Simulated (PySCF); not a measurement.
Computed shifts of a molecule C4H7BO, PBE/pcSseg-1 (PySCF), GIAO, gas phase, equivalent atoms averaged, in ppm (number of nuclei): ¹³C: 100.6 (1), 92.7 (1), 21.2 (1), 13.7 (1). ¹H: 6.17 (1), 2.96 (1), 1.45 (1), 1.44 (3), 1.12 (1). References: ¹³C against TMS (σ = 182.0 ppm); ¹¹B against BF3 (σ = 83.9 ppm); ¹⁷O against H2O (σ = 334.3 ppm); ¹H against TMS (σ = 31.49 ppm), references at their B3LYP-D3(BJ)/def2-TZVP geometries, non-relativistic. Geometry: B3LYP-D3(BJ)/def2-SVP. The values are those of a single conformer.

Task: Which structure fits?
(A) C=CB1COC1
(B) OCB1C=CC1
(C) C=C1CCB1O
(D) C#CB(O)CC

Result: D, C#CB(O)CC
